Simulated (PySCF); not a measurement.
**Assignment exercise: C4H11FOSi2**

Molfile (atoms numbered from 1):
```
C4H11FOSi2
     RDKit          3D

 19 18  0  0  0  0  0  0  0  0999 V2000
    3.2508   -0.1294   -0.1754 C   0  0  0  0  0  0  0  0  0  0  0  0
    1.8459    0.4503   -0.2025 C   0  0  0  0  0  0  0  0  0  0  0  0
    0.9404   -0.5826    0.1361 O   0  0  0  0  0  0  0  0  0  0  0  0
   -0.3952   -0.3202    0.1827 C   0  0  0  0  0  0  0  0  0  0  0  0
   -1.2820   -1.9239    0.6690 Si  0  0  0  0  0  4  0  0  0  0  0  0
   -0.9656    0.8631   -0.0696 C   0  0  0  0  0  0  0  0  0  0  0  0
   -2.7930    1.2037   -0.0004 Si  0  0  0  0  0  4  0  0  0  0  0  0
   -2.9446    2.7763   -0.3481 F   0  0  0  0  0  0  0  0  0  0  0  0
    3.3306   -0.9446   -0.8898 H   0  0  0  0  0  0  0  0  0  0  0  0
    3.9720    0.6418   -0.4311 H   0  0  0  0  0  0  0  0  0  0  0  0
    3.4755   -0.5149    0.8156 H   0  0  0  0  0  0  0  0  0  0  0  0
    1.7568    1.2743    0.5196 H   0  0  0  0  0  0  0  0  0  0  0  0
    1.6103    0.8380   -1.2038 H   0  0  0  0  0  0  0  0  0  0  0  0
   -0.2607   -2.9620    0.7852 H   0  0  0  0  0  0  0  0  0  0  0  0
   -1.9766   -1.7261    1.9443 H   0  0  0  0  0  0  0  0  0  0  0  0
   -2.2674   -2.2657   -0.3603 H   0  0  0  0  0  0  0  0  0  0  0  0
   -0.3427    1.7096   -0.3373 H   0  0  0  0  0  0  0  0  0  0  0  0
   -3.5766    0.5416   -1.0378 H   0  0  0  0  0  0  0  0  0  0  0  0
   -3.3875    1.0799    1.3259 H   0  0  0  0  0  0  0  0  0  0  0  0
  1  2  1  0
  2  3  1  0
  3  4  1  0
  4  5  1  0
  4  6  2  0
  6  7  1  0
  7  8  1  0
  1  9  1  0
  1 10  1  0
  1 11  1  0
  2 12  1  0
  2 13  1  0
  5 14  1  0
  5 15  1  0
  5 16  1  0
  6 17  1  0
  7 18  1  0
  7 19  1  0
M  END
```

Calculated, not measured (PySCF 2.14): geometry from GFN2-xTB, PBE0/pcSseg-1 with gauge-including orbitals. Averaged over atoms made equivalent by symmetry, fast rotation or ring inversion, no solvent, no relativistic terms, one computed conformer.

Shifts are taken against calculated references (same method and geometry level): 13C (σref 186.93) and 1H (σref 31.72) against TMS.

Task: Assign these signals to the numbered atoms. 13C{1H} NMR (computed): δ 177.3 (C), 104.5 (CH), 64.8 (CH2), 17.0 (CH3).

Result: 
177.3 → C4, alkene carbon bearing oxygen: an sp2 carbon further deshielded by the attached heteroatom
104.5 → C6, β carbon of an enol-ether or enamine type C=C: the O or N lone pair pushes π density onto this β carbon and shields it
64.8 → C2, sp3 CH2 bonded to O: deshielded by the electronegative neighbour
17.0 → C1, methyl carbon: a saturated carbon with 1 carbon neighbour and no heteroatom attached

Task: Assign these signals to the numbered atoms. 1H NMR (400 MHz, computed): δ 5.57 (m, 2H), 5.12 (m, 1H), 4.11 (s, 3H), 3.78 (q, 2H), 1.45 (t, 3H).

Result: 
| δ (ppm) | atoms | environment | reason |
| --- | --- | --- | --- |
| 5.57 | H18/H19 | hydrogen on a silicon bonded to C, F | – |
| 5.12 | H17 | hydrogen on a β carbon of an enol-ether or enamine type C=C | olefinic region |
| 4.11 | H14/H15/H16 | hydrogen on a silicon bonded to C | – |
| 3.78 | H12/H13 | hydrogen on an sp3 CH2 bonded to O | its carbon carries O, an electronegative neighbour |
| 1.45 | H9/H10/H11 | hydrogen on a methyl carbon | – |

Splittings by 19F in the carbon and heteronuclear signals aren't shown, as no couplings were computed. Shifts are as computed. Against solution values, carbons near 30 ppm lie about +3 ppm off and those near 130 ppm about +5 ppm. Of 1211 compounds with measured shifts, 218 miss one by over three times the rms of a fit or turn the order of signals round; such compounds aren't used in these exercises. No couplings were computed; multiplicities are counted from neighbouring protons, with m where these are inequivalent, close in shift, in a saturated or five-membered ring or joined by F or P, and br s for small geminal =CH2 splittings.
